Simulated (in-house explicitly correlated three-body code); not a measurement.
Computed with an exponentially correlated three-body code. Model: two electrons around a point charge, non-relativistic, variational in 260 exponentially correlated functions (energies converged to about 1e-7 hartree, or 1e-8 relative for large Z).

Command:
```bash
python run_hyl.py task.json out
```
Settings (lengths in bohr, energies in hartree):
```
Z                      8
screening              1.6
interaction_strength   1
functions              260
states_tried           13
```

Cost of the run: 33 s on 1 thread of Intel(R) Xeon(R) 6975P-C (Granite Rapids), with other jobs on the host.

**Those bound S and P states to n = 4 that converged, binding against the one-electron ion.**

Given: nuclear charge 8; Yukawa screening of all interactions 1.6 1/bohr.

Computed: one-electron threshold -20.9157447 hartree.

```csv
term,energy (hartree),binding (eV)
1 1S,-38.4213359,476.35
2 3S,-21.3917245,12.952
2 1S,-21.2750182,9.7763
```

**Converged states only, values per electron or pair (inverse distances are <exp(-kr)/r>).**

```
term  mean r (bohr)  mean r squared (bohr²)  mean inverse r (1/bohr)  mean r12 (bohr)  mean inverse r12 (1/bohr)  mean cosine  mean p1 dot p2 (bohr⁻²)  delta r1 (bohr⁻³)  delta r12 (bohr⁻³)
1 1S        0.20367                0.056126                   6.1184          0.30098                     3.2641    -0.015877                  0.85962             142.32              14.662
2 3S        0.71187                 0.97002                   3.4263           1.2515                    0.26421   -0.0023975                 0.016827             80.827                   -
2 1S        0.77485                  1.1843                    3.399           1.3718                     0.3271   -0.0030549                 0.029167             80.289             0.97436
```

**Static dipole response.**

```
state  polarisability (bohr³)
 1 1S               0.0031537
```
